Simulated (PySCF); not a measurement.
# Polarisability and C₆ of Pb⁻ (lead, charge -1)

[Xe] 4f14 5d10 6s2 6p3, high-spin 4S determinant. Calculation: PySCF 2.14, in def2-QZVPPD with the def2 core potential (60 electrons) (8s6p5d4f1g, 88 functions); scalar relativity through the core potential. Coupled (time-dependent) response in atomic units; α is the mean over directions.

```csv
method,mean α (bohr³),C₆ (like pair),S(−4)
LC-wPBE,173.6,2950,16150
```

S(−4) is the Cauchy moment in α(ω) = α(0) + S(−4) ω² + …

α(iu) at LC-wPBE:

```csv
u (hartree),α(iu) (bohr³)
0,173.6
0.0500,143.3
0.100,101.7
0.200,55.60
0.300,35.32
0.500,18.62
0.750,10.95
1.00,7.522
1.50,4.437
2.00,3.019
3.00,1.690
5.00,0.7476
```

A single London oscillator, α(iu) = α/(1 + u²/ω²), gives C₆ = (3/4) ω α². Matching the computed C₆ needs ω = 4 × 2950 / (3 × 173.6²) = 0.131 hartree.

For an ion, C₆ is the dispersion term alone; charge-induced terms of lower order in 1/R come first.

Energies and moments cover only the electrons outside the core potential. Spin-orbit coupling, which splits the p, d and f shells strongly at this Z, is absent. Spin-orbit coupling is strong in this species (close to jj coupling), so the high-spin LS determinant is a model state, not a physical level.
